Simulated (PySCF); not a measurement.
**Be2Se, singlet: molecular constants**

All numbers come from PySCF, PBE0, basis Se def2-TZVP, Be def2-TZVP (no relativity, density fitting).

The structure is a minimum.

```xyz
3
charge 0 multiplicity 1, angstrom
Se    0.0000    0.0000   -0.3337
Be    0.9640    0.0000    1.4796
Be   -0.9640    0.0000    1.4796
```

* Point group: C2v
* Bond lengths: Be–Be 1.928 Å, Se–Be 2.054 Å (×2)
* Bond angles: Be–Be–Se 62.0° (×2), Be–Se–Be 56.0°
* Heat capacity Cp at 298.15 K: 46.4 J/(mol K)
* Enthalpy at 298.15 K above 0 K: 11.28 kJ/mol
* Highest occupied level: -5.74 eV
* Atomisation energy without zero-point energy: 526 kJ/mol
* Entropy at 298.15 K and 1 bar: 260.2 J/(mol K)
* Rotational constants: 1.007, 0.3486, 0.2589 cm⁻¹
* Principal quadrupole moments (Buckingham, traceless) about the centre of mass: -7.89, -2.46, 10.35 D Å
* Zero-point energy: 10.7 kJ/mol
* Principal polarisabilities: 58.2, 79.1, 98.3 bohr³
* Lowest empty level: -2.66 eV
* Dipole moment: 0.38 D
* Rotational symmetry number: 2

Harmonic modes (masses in u: Se 79.917, Be 9.012):
```json
{"symmetry": "b2", "ω (cm⁻¹)": "490", "IR (km/mol)": "20.4"}
{"symmetry": "a1", "ω (cm⁻¹)": "535", "IR (km/mol)": "58.3"}
{"symmetry": "a1", "ω (cm⁻¹)": "768", "IR (km/mol)": "19.8"}
```

In C2v the vibrations span b2 + 2a1. Here b1 is antisymmetric to the molecular plane and b2 lies in it.

Charges (e):
```
 atom  Mulliken  Löwdin  polar tensor  Mayer order to Se1
  Se1     -0.03    0.39         -0.48                   –
Be2,3      0.02   -0.19          0.24                1.25
```
Other Mayer orders above 0.3: Be–Be 1.22.

Mulliken populations on Se1: s 7.82, p 16.17, d 10.04, f 0.00.

This need not be the most stable arrangement of these atoms.

The final relaxation and frequency run took 19 s on 2 threads of a shared Arm Neoverse N1 host, with 86 basis functions and 7 gradients; the process peaked at 0.78 GiB. Launch command: `OMP_NUM_THREADS=2 python axn.py task.json out`.
